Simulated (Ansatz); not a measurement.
Cartesian coordinates in Å:
```
Si 0.125 0.561 -0.660
Br -0.799 0.302 1.369
H 0.674 -0.863 -0.709
```

Charge 0, multiplicity 1.

**Question.** List the PBE/def2-TZVPP orbital energies in eV (the Gaussian-basis code of Ansatz). (Estimate.)

**Answer.** Computed: Occupied: -13089.15, -1781.14, -1682.28, -1516.64, -1516.62, -1516.58, -229.07, -171.19, -171.12, -170.99, -138.65, -95.54, -95.39, -95.24, -67.89, -67.87, -67.78, -67.72, -67.71, -19.54, -12.45, -8.90, -7.97, -7.72, -5.88. Lowest empty: -3.88, -1.17, 0.44, 2.82, 3.44, 3.64, 3.89, 4.02.
